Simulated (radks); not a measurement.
Neutral magnesium, 12 electrons, occupied as [Ne] 3s2 (the NIST ground configuration).

Calculated with a radial shooting solver on a logarithmic mesh with Libxc functionals: scalar-relativistic Kohn-Sham, PBE, spin-polarised, spherical densities, finite nucleus; Fermi nuclear charge, rms radius 3.057 fm.

Energy parts (hartree):
total: -200.27974
kinetic: 200.51127
electron-nucleus: -480.38752
Hartree: 95.93343
exchange-correlation: -16.33692

Orbitals (lengths in bohr, moments of r in powers of bohr; r(90%) holds 90 % of the orbital's charge):
| orbital | occ. | eigenvalue (hartree) | <r^2> | <1/r> | r(90%) |
|---|---|---|---|---|---|
| 1s | 2 | -46.29127 | 0.02300 | 11.63 | 0.234 |
| 2s | 2 | -2.93426 | 0.5856 | 2.100 | 1.11 |
| 2p | 6 | -1.71303 | 0.6113 | 1.955 | 1.18 |
| 3s | 2 | -0.17292 | 11.65 | 0.4217 | 4.87 |

The highest occupied level is 3s at -4.705 eV. Summed over all electrons, <r^2> = 28.19 bohr^2, which gives a Langevin (diamagnetic) susceptibility term of -22.3 x 10^-6 cm^3/mol.
